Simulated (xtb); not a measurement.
C₆H₁₅Sb, charge -1, doublet, geometry from GFN2-xTB of the parent state (a state made from the parent by changing its charge; the spin is typed, not shown lowest); GFN0-xTB (xtb).

Input for xtb:
```
$ xtb mol.xyz --gfn 0 --chrg -1 --uhf 1 --json

# file mol.xyz
22

Sb     0.10725866    -0.11992586     0.76648752
C      1.54951980     1.07996593    -0.40079395
C      1.00271374     1.77588551    -1.62910883
H      2.35757154     0.40144392    -0.67203637
H      1.95854869     1.81702031     0.28963567
H      0.20323341     2.46435250    -1.36330783
H      0.61710146     1.06069098    -2.35216813
H      1.79135588     2.35067076    -2.11630374
C     -1.70727896     0.29572666    -0.39706196
C     -2.46373290     1.49753350     0.13356073
H     -2.32837749    -0.59713445    -0.33110177
H     -1.43650173     0.44852646    -1.43899622
H     -1.84866152     2.39467661     0.09127606
H     -2.76177569     1.34168515     1.16895600
H     -3.36318921     1.67643585    -0.45586106
C      0.53808374    -2.02815977    -0.24125513
C      0.50131655    -1.98731332    -1.75422246
H     -0.18763673    -2.74775464     0.13627530
H      1.52224383    -2.34231202     0.10512045
H      1.23479501    -1.28420270    -2.14251806
H     -0.48445736    -1.69856902    -2.11212692
H      0.73182667    -2.97114164    -2.16441740
```

What the program printed (banner, timings and long lists left out):

```
   ID    Z sym.   atoms
    1   51 Sb     1
    2    6 C      2, 3, 9, 10, 16, 17
    3    1 H      4-8, 11-15, 18-22

           -------------------------------------------------
          |                Calculation Setup                |
           -------------------------------------------------

           -------------------------------------------------
          |                 G F N 0 - x T B                 |
           -------------------------------------------------

          ...................................................
          :                      SETUP                      :
          :.................................................:
          :  # basis functions                  64          :
          :  # atomic orbitals                  63          :
          :  # shells                           45          :
          :  # electrons                        45          :
          :  electronic temp.          300.0000000     K    :
          :  accuracy                    1.0000000          :
          :  -> integral cutoff          0.2500000E+02      :
          :  -> integral neglect         0.1000000E-07      :
          ...................................................

         :::::::::::::::::::::::::::::::::::::::::::::::::::::
         ::                     SUMMARY                     ::
         :::::::::::::::::::::::::::::::::::::::::::::::::::::
         :: total energy             -24.966025833029 Eh    ::
         :: gradient norm              0.094476368251 Eh/a0 ::
         :: HOMO-LUMO gap              0.141018082427 eV    ::
         ::.................................................::
         :: H0 energy                -24.143952024292 Eh    ::
         :: repulsion energy           0.341466764793 Eh    ::
         :: electrostat energy        -1.154742944922 Eh    ::
         :: -> Gsolv                   0.000000000000 Eh    ::
         ::    -> Gsasa                0.000000000000 Eh    ::
         ::    -> Gshift               0.000000000000 Eh    ::
         :: dispersion energy         -0.008797628607 Eh    ::
         :: short-range corr.          0.000000000000 Eh    ::
         :: add. restraining           0.000000000000 Eh    ::
         :: total charge              -1.000000000000 e     ::
         :::::::::::::::::::::::::::::::::::::::::::::::::::::

           -------------------------------------------------
          |                Property Printout                |
           -------------------------------------------------

    * Orbital Energies and Occupations

         #    Occupation            Energy/Eh            Energy/eV
      -------------------------------------------------------------
         1        2.0000           -0.7043146             -19.1654
       ...           ...                  ...                  ...
        11        2.0000           -0.5355143             -14.5721
        12        2.0000           -0.5328030             -14.4983
        13        2.0000           -0.5320511             -14.4778
        14        2.0000           -0.5088141             -13.8455
        15        2.0000           -0.5052049             -13.7473
        16        2.0000           -0.5047526             -13.7350
        17        2.0000           -0.5009303             -13.6310
        18        2.0000           -0.4988332             -13.5739
        19        2.0000           -0.4941263             -13.4459
        20        2.0000           -0.4391160             -11.9490
        21        2.0000           -0.4378800             -11.9153
        22        2.0000           -0.4129187             -11.2361
        23        0.9386           -0.2300964              -6.2612 (HOMO)
        24        0.0614           -0.2249141              -6.1202 (LUMO)
        25                         -0.1713181              -4.6618
        26                         -0.1557633              -4.2385
[...]
      -------------------------------------------------------------
                  HL-Gap            0.0051823 Eh            0.1410 eV
             Fermi-level            0.0000000 Eh            0.0000 eV

     #   Z          covCN         q      C6AA      α(0)
     1  51 Sb       2.743     0.199   406.840    37.974
     2   6 C        3.706    -0.233    28.298     7.693
     3   6 C        3.771    -0.290    29.630     7.851
     4   1 H        0.926     0.030     2.589     2.516
     5   1 H        0.926    -0.001     3.069     2.739
     6   1 H        0.925     0.046     2.376     2.411
     7   1 H        0.925     0.053     2.279     2.361
     8   1 H        0.924     0.006     2.960     2.690
     9   6 C        3.709    -0.234    28.319     7.694
    10   6 C        3.793    -0.308    30.087     7.906
    11   1 H        0.926     0.022     2.696     2.568
    12   1 H        0.925     0.062     2.170     2.304
    13   1 H        0.925     0.037     2.491     2.468
    14   1 H        0.925     0.011     2.869     2.649
    15   1 H        0.925     0.012     2.855     2.642
    16   6 C        3.708    -0.242    28.511     7.721
    17   6 C        3.776    -0.286    29.523     7.835
    18   1 H        0.926     0.008     2.924     2.674
    19   1 H        0.926     0.007     2.947     2.685
    20   1 H        0.925     0.053     2.279     2.361
    21   1 H        0.925     0.045     2.383     2.414
    22   1 H        0.924     0.004     2.997     2.707

 Mol. C6AA /au·bohr⁶  :       5861.942828
 Mol. C8AA /au·bohr⁸  :     216190.965009
 Mol. α(0) /au        :        122.862564

Wiberg/Mayer (AO) data.
largest (>0.10) Wiberg bond orders for each atom

 ---------------------------------------------------------------------------
     #   Z sym  total        # sym  WBO       # sym  WBO       # sym  WBO
 ---------------------------------------------------------------------------
     1  51 Sb   2.890 --     2 C    0.910     9 C    0.891    16 C    0.836
     2   6 C    3.918 --     3 C    1.027     4 H    0.974     5 H    0.972
                             1 Sb   0.910
     3   6 C    3.979 --     2 C    1.027     7 H    0.979     8 H    0.979
                             6 H    0.978
     4   1 H    0.987 --     2 C    0.974
     5   1 H    1.002 --     2 C    0.972
     6   1 H    0.990 --     3 C    0.978
     7   1 H    0.980 --     3 C    0.979
     8   1 H    0.987 --     3 C    0.979
     9   6 C    3.911 --    10 C    1.028    11 H    0.974    12 H    0.972
                             1 Sb   0.891
    10   6 C    3.979 --     9 C    1.028    15 H    0.979    14 H    0.977
                            13 H    0.974
    11   1 H    0.985 --     9 C    0.974
    12   1 H    0.979 --     9 C    0.972
    13   1 H    1.015 --    10 C    0.974
    14   1 H    1.000 --    10 C    0.977
    15   1 H    0.987 --    10 C    0.979
    16   6 C    3.862 --    17 C    1.023    19 H    0.970    18 H    0.969
                             1 Sb   0.836
    17   6 C    3.978 --    16 C    1.023    21 H    0.981    20 H    0.980
                            22 H    0.979
    18   1 H    1.012 --    16 C    0.969
    19   1 H    1.025 --    16 C    0.970
    20   1 H    0.982 --    17 C    0.980
    21   1 H    0.983 --    17 C    0.981
    22   1 H    0.986 --    17 C    0.979
 ---------------------------------------------------------------------------

Topologies differ in total number of bonds
Writing topology from bond orders to xtbtopo.mol

 dipole moment from electron density (au)
     X       Y       Z
  -0.1746   0.1563  -0.5066  total (Debye):    1.419

           -------------------------------------------------
          | TOTAL ENERGY              -24.966025833029 Eh   |
          | GRADIENT NORM               0.094476368251 Eh/α |
          | HOMO-LUMO GAP               0.141018082427 eV   |
           -------------------------------------------------

normal termination of xtb
```
